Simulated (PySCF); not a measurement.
Computed shifts of a molecule C₃H₉Ga, KT2/pcSseg-1 (PySCF), GIAO, gas phase, atoms alike by connectivity averaged where their shifts nearly agree, in ppm (number of nuclei): ¹³C: 3.7 (3). ¹H: 0.52 (9). References: ¹³C against TMS (σ = 185.1 ppm); ¹H against TMS (σ = 31.47 ppm), references at their B3LYP-D3(BJ)/def2-TZVP geometries, non-relativistic. The structure is a stationary point at ωB97X-D3(BJ)/def2-SVP. The values are those of a single conformer.

Problem. Pick the molecule that these values belong to.
A) C[CH](C)[GaH2]
B) C[CH2][GaH][CH3]
C) [CH3][Ga]([CH3])[CH3]
D) CC[CH2][GaH2]

Solution. C, [CH3][Ga]([CH3])[CH3]
